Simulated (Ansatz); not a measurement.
Geometry optimisation, RKS BHLYP-D4/def2-SVP (Ansatz).

Input file:

```yaml
crystal:
  periodic: [false, false, false]
  atoms:
    - { symbol: Hf, position_ang: [-0.131284, 0.086389, -0.085261] }
    - { symbol: O, position_ang: [-0.488008, -0.260782, 1.872545] }
    - { symbol: Si, position_ang: [-1.356493, -0.352955, 3.284568] }
    - { symbol: H, position_ang: [-2.640665, -1.053409, 3.041763] }
    - { symbol: H, position_ang: [-0.557259, -1.121529, 4.266204] }
    - { symbol: H, position_ang: [-1.621549, 1.006066, 3.809827] }
    - { symbol: F, position_ang: [1.692079, 0.540076, -0.403202] }
    - { symbol: F, position_ang: [-1.173679, 1.596037, -0.577608] }
    - { symbol: F, position_ang: [-0.719597, -1.357564, -1.180507] }
    - { symbol: Cl, position_ang: [1.79274, -2.635775, 1.553163] }
    - { symbol: H, position_ang: [1.032615, -1.813653, 2.271907] }
basis:
  gaussian: { orbitals: def2-SVP }
hamiltonian:
  xc: { name: BHLYP }
  dispersion: d4
relax:
  f_tol: 0.03
  max_steps: 50
```

Launched with:

```bash
$ ansatz run input.yaml --threads 4 --pin off --max-ram 5120MiB --backend cpu --events-out ev --progress --plain --runs-dir out
```

Task: Where does it end, and by what steps?

Result: It converged. The force dipped under the threshold on the way, but the program's further checks kept it going. After 42 steps the energy has fallen by 0.291 eV; H11 moved furthest, 1.75 Å. Joined: Hf1–Cl10 (3.71 → 3.04 Å).

| step | energy less start (eV) | largest force component (eV/Å) | accepted |
| --- | --- | --- | --- |
| 0 | 0.0000 | 1.499 | yes |
| 2 | -0.1436 | 0.861 | yes |
| 4 | -0.1871 | 0.899 | yes |
| 6 | -0.2247 | 0.129 | yes |
| 8 | -0.2322 | 0.143 | yes |
| 10 | -0.2356 | 0.102 | yes |
| 12 | -0.1898 | 1.471 | no |
| 14 | -0.2421 | 0.165 | yes |
| 16 | -0.2423 | 0.112 | no |
| 18 | -0.2454 | 0.166 | yes |
| 20 | -0.2495 | 0.064 | yes |
| 22 | -0.2502 | 0.428 | no |
| 24 | -0.2528 | 0.273 | yes |
| 26 | -0.2603 | 0.046 | yes |
| 28 | -0.2622 | 0.587 | no |
| 30 | -0.2692 | 0.157 | yes |
| 32 | -0.2731 | 0.105 | yes |
| 34 | -0.2786 | 0.267 | yes |
| 36 | -0.2850 | 0.096 | yes |
| 38 | -0.2889 | 0.204 | yes |
| 40 | -0.2904 | 0.028 | yes |
| 42 | -0.2906 | 0.027 | yes |

```xyz
11
Properties=species:S:1:pos:R:3
Hf -0.106 -0.108 0.136
O -0.971 -0.136 1.863
Si -1.653 -0.239 3.367
H -2.961 -0.923 3.271
H -0.758 -1.013 4.255
H -1.842 1.119 3.920
F 1.795 0.228 0.221
F -0.774 1.465 -0.706
F -0.685 -1.518 -1.022
Cl 1.365 -2.483 1.339
H 2.420 -1.758 1.210
```

Whether the end is a true minimum wasn't checked by a vibrational analysis.

Run time: 2.1 min on 4 threads of Arm Neoverse V2, on a shared host, peak memory 0.45 GiB.
